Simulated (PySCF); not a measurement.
**Electron correlation in In (indium, neutral)**

[Kr] 4d10 5s2 6s1, 2S determinant (an excited configuration). Calculation: PySCF 2.14, in x2c-QZVPPall with one added diffuse shell each of s, p, d, f type (14s10p8d5f1g, 128 functions); the spin-free X2C one-electron Hamiltonian (Gaussian nucleus). Frozen: [Kr] 4d10; 3 electrons correlated.

MP2 pair energies summed by pair of shells (mhartree):

```tsv
pair	energy	share (%)
5s-5s	-24.02	82.8
5s-6s	-4.97	17.2
```

Total MP2 correlation energy: -28.99 mhartree.

Same-spin part -1.91 and opposite-spin part -27.09 mhartree; SCS-MP2 scales them by 1/3 and 6/5 to -33.14 mhartree.
